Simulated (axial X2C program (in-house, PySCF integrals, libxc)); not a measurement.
AlI: from the spin-free to the two-component result

Calculated with an in-house relativistic program for diatomic molecules. Spin-free means the one-electron spin-free X2C Hamiltonian; two-component (2c) means X2C with spin–orbit coupling and atomic mean-field two-electron Coulomb and Gaunt terms, so the difference of the two also holds small scalar two-electron terms. Basis: I dyall-cv3z [11s12p8d4f1g], Al dyall-v3z [8s8p2d1f] (cores contracted in-house); Gaussian nuclei, density fitting, unrestricted open shells. Masses: I 126.904 u, Al 26.982 u.

Spin-free state: M_S = 0, Λ = 0 (closed shell); fragments I + Al.

```
  level  Re (Å)  ωe (cm⁻¹)  De (eV)  μ (D)
   PBE0   2.558      311.4    3.904   1.83
     HF   2.583      302.5    2.841   2.24
    MP2   2.555      318.5    3.915    n/a
   CCSD   2.559      316.5    3.692    n/a
CCSD(T)   2.558      317.4    3.800    n/a
 r2SCAN   2.560      310.5    3.932   1.64
```

Correlated methods: 10 electrons correlated (number of frozen shells: I 4 s, 3 p, 2 d; Al 2 s, 1 p), 218 virtual spin orbitals or spinors in MP2, 90 natural virtuals in coupled cluster.

Dipoles are positive if Al is the positive end.

Two-component determinant lowest at the distance of the search:

Ω = 0 (closed shell); fragments I + Al.

| level | Re (Å) | ωe (cm⁻¹) | De (eV) | μ (D) |
| --- | --- | --- | --- | --- |
| PBE0 | 2.561 | 309.7 | 3.643 | 1.81 |
| HF | 2.586 | 301.2 | 2.492 | 2.22 |
| MP2 | 2.558 | 317.2 | 3.634 | n/a |
| CCSD | 2.561 | 315.2 | 3.398 | n/a |
| CCSD(T) | 2.561 | 316.0 | 3.509 | n/a |
| r2SCAN | 2.563 | 308.9 | n/a | 1.62 |

From the two tables, how do the constants change at the CCSD(T) level (2c against spin-free)?

At the CCSD(T) level Re rises by 0.003 Å and ωe decreases by 1.4 cm⁻¹; De changes by -0.291 eV.

Occupations by symmetry block were frozen at the best pattern of an incomplete PBE0 search. The closed shell is kept restricted, so the energy runs too high when the bond is stretched far. De is counted from the lowest determinant-based energies of the atoms at the same level, without counterpoise correction. De is not given where an atomic determinant may have missed its ground term or J level, or where the truncated virtual space spoils (T). CCSD and (T) use frozen natural virtuals with an MP2 correction for the truncation; (T) itself is uncorrected, so its De runs slightly low. The 2c atoms are single determinants rather than J levels; their spin–orbit lowering is only partly caught, and De is too large by that part. This holds for PBE0. The functionals have no current-density term, which raises determinants with orbital currents, atoms included.
